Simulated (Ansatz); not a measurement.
Ansatz (a program for electronic structure) input (CCSD(T)/6-31G*):

Ansatz 0.2 input:
```yaml
crystal:
  periodic: [false, false, false]
  atoms:
    - {symbol: Br, position_ang: [1.96536710, -0.44951670, 0.27147361]}
    - {symbol: C, position_ang: [0.10796317, -0.48377957, 0.01489011]}
    - {symbol: C, position_ang: [-0.71165819, -1.52659564, -0.09838396]}
    - {symbol: C, position_ang: [-2.09895856, -1.33151028, -0.29001600]}
    - {symbol: C, position_ang: [-2.42923854, -0.01223299, -0.33557565]}
    - {symbol: Se, position_ang: [-0.93440720, 1.10523296, -0.12902437]}
    - {symbol: H, position_ang: [-2.81572294, -2.13358248, -0.38906951]}
    - {symbol: H, position_ang: [-3.41092807, 0.41345702, -0.47116520]}
basis:
  gaussian:
    orbitals: 6-31G*
magnetization: {spin_polarized: true, initial_magnetization: 1}
correlation: {method: ccsd_t, electrons: outside_noble_gas}
```

End of the output:

```
integrals: 0.48 GiB planned
1302 factors; integrals over basis functions are off by at most 1.6e-3 eV
1.28 GiB of device memory are held for the factors and their scratch space
mean field: 1.75 GiB planned
mean field evaluation 1: about -139432.7119 eV, gradient 1.9e1 eV
mean field evaluation 2: about -139432.7875 eV, gradient 1.9e1 eV
mean field evaluation 4: about -139435.6083 eV, gradient 4.2e0 eV
mean field evaluation 8: about -139435.8621 eV, gradient 6.4e-1 eV
mean field evaluation 16: about -139436.0459 eV, gradient 2.6e-1 eV
mean field evaluation 32: about -139435.7816 eV, gradient 6.4e-1 eV
mean field evaluation 64: about -139435.5299 eV, gradient 1.9e0 eV
mean field evaluation 96: about -139433.9197 eV, gradient 1.2e-2 eV
mean field evaluation 128: about -139435.7336 eV, gradient 6.1e-1 eV
mean field evaluation 160: about -139433.9197 eV, gradient 2.8e-2 eV
mean field evaluation 192: about -139433.4876 eV, gradient 1.5e0 eV
mean field evaluation 224: about -139433.1202 eV, gradient 1.6e0 eV
mean field evaluation 256: about -139433.3979 eV, gradient 1.7e0 eV
mean field evaluation 288: about -139433.2751 eV, gradient 3.5e-1 eV
mean field evaluation 320: about -139432.9947 eV, gradient 1.4e0 eV
mean field evaluation 352: about -139435.9901 eV, gradient 5.6e-1 eV
mean field evaluation 384: about -139430.6045 eV, gradient 7.3e-3 eV
mean field evaluation 416: about -139432.9599 eV, gradient 3.1e0 eV
mean field evaluation 448: about -139433.3207 eV, gradient 8.5e-1 eV
mean field evaluation 480: about -139432.6603 eV, gradient 6.6e-1 eV
mean field evaluation 512: about -139432.6942 eV, gradient 4.8e-1 eV
mean field evaluation 544: about -139432.5828 eV, gradient 7.8e-1 eV
mean field -139436.05122620 eV, -5124.1803694127 hartree, gradient 2.7e-6 eV, S^2 1.239548; 7 other end points of the search recorded, 0 dependent functions left out
determinant -139436.05122620 eV, -5124.1803694127 hartree, with singles and doubles -139456.24548506 eV, -5124.9224947379 hartree
determinant -139433.91976835 eV, -5124.1020397814 hartree, with singles and doubles -139454.26098250 eV, -5124.8495656139 hartree
determinant -139433.30280996 eV, -5124.0793669790 hartree, with singles and doubles -139452.55967248 eV, -5124.7870436238 hartree
32 core orbitals not correlated
reference -139436.05122620 eV, -5124.1803694127 hartree; 16, 15 occupied and 86, 87 virtual orbitals, 1302 factors
second order -18.54130553 eV of doubles, -0.00000000 eV of singles
coupled cluster: 2.32 GiB planned
cycle   1  -20.19514005 eV  change   -8.8e-4 eV  update   5.2e-3
cycle   2  -20.20013490 eV  change   -5.0e-3 eV  update   3.7e-3
cycle   3  -20.19891345 eV  change    1.2e-3 eV  update   1.7e-3
cycle   4  -20.20041231 eV  change   -1.5e-3 eV  update   8.6e-4
cycle   5  -20.20412532 eV  change   -3.7e-3 eV  update   4.2e-4
cycle   6  -20.20570010 eV  change   -1.6e-3 eV  update   1.9e-4
cycle   7  -20.20575763 eV  change   -5.8e-5 eV  update   6.8e-5
cycle   8  -20.20572287 eV  change    3.5e-5 eV  update   2.5e-5
coupled cluster: 2.32 GiB planned
perturbative correction -0.94493782 eV, -0.0347258245 hartree
Total energy: -139457.20188689 eV, -5124.9576418566 hartree
```

It need not be the lowest isomer of its formula.

The determinant is spin-contaminated: <S^2> is 1.24 against 0.75 for a pure state.
